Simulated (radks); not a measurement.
Charge is removed step by step from the 6s down level of neutral holmium, starting from [Xe] 4f11 6s(up 1, down 1). Method: scalar-relativistic Kohn-Sham, PBE, spin-polarised, spherical densities, point nucleus; open shells are filled with parallel spins first (spin-orbit coupling, left out, can overturn this in heavy ions); computed with a radial shooting solver on a logarithmic mesh with Libxc functionals.

\begin{tabular}{lrrr}
removed (e) & E - E(0) (eV) & eigenvalue (eV) & E minus straight line (eV) \\ \hline
0 & 0.000 & -3.752 & 0.000 \\
0.1 & 0.397 & -4.199 & -0.209 \\
0.2 & 0.840 & -4.653 & -0.373 \\
0.3 & 1.328 & -5.112 & -0.492 \\
0.4 & 1.862 & -5.576 & -0.564 \\
0.5 & 2.442 & -6.046 & -0.590 \\
0.6 & 3.071 & -6.522 & -0.568 \\
0.7 & 3.747 & -7.007 & -0.498 \\
0.8 & 4.472 & -7.499 & -0.380 \\
0.9 & 5.246 & -7.984 & -0.212 \\
1 & 6.064 & -8.332 & 0.000 \\
\end{tabular}

Removing the whole electron costs 6.064 eV by Delta-SCF, against 3.752 eV from minus the eigenvalue at the starting occupation. Slater's transition state (half an electron removed) gives 6.046 eV. Integrating minus the eigenvalue over the occupation (Janak's theorem) gives 6.066 eV. In this scalar-relativistic scheme the density is built from large components alone, so the theorem holds only approximately. The mean slope of the eigenvalue, de/dn, is 4.58 eV per electron. Ionisation energy of Ho in the NIST Atomic Spectra Database: 6.022 eV (measured).
